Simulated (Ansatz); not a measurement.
CH₈SeSi₂, SMILES `C[SiH2][SiH2][SeH]`, relaxed with RKS PBE-D4/def2-SVP in Ansatz 0.2.0 from a rough embedded geometry. The force threshold is 0.03 eV/Å; the program also tests the step.

Charge 0, multiplicity 1.

Start:

```xyz
12

C    -0.341    1.378    1.038
Si   -0.070    0.769   -0.645
Si   -0.288   -1.437   -0.605
Se    1.141   -2.396    0.806
H    -1.349    1.151    1.439
H    -0.228    2.541    1.083
H     0.395    0.968    1.754
H     1.242    1.093   -1.098
H    -1.085    1.390   -1.584
H    -1.678   -1.782   -0.208
H    -0.074   -1.963   -1.993
H     2.334   -1.713    0.013
```

Question: How much energy does the relaxation release, and in how many steps? (An estimate is asked.)

Answer: Computed: 0.50 eV, in 6 steps.

Question: Which bonds change most? (Best estimate.)

Answer: Computed: Si2–Si3 from 2.216 to 2.351 Å; Se4–H12 from 1.586 to 1.487 Å; Si3–Se4 from 2.225 to 2.317 Å; C1–Si2 from 1.810 to 1.894 Å.

Question: Give the relaxed structure. (An estimate is asked.)

Answer: The calculation gave: 
```xyz
12

C    -0.343    1.457    1.101
Si   -0.107    0.839   -0.673
Si   -0.316   -1.503   -0.711
Se    1.198   -2.390    0.802
H    -1.382    1.272    1.440
H    -0.136    2.544    1.174
H     0.345    0.914    1.781
H     1.278    1.171   -1.174
H    -1.100    1.476   -1.614
H    -1.648   -1.955   -0.172
H    -0.140   -2.096   -2.086
H     2.350   -1.729    0.133
```
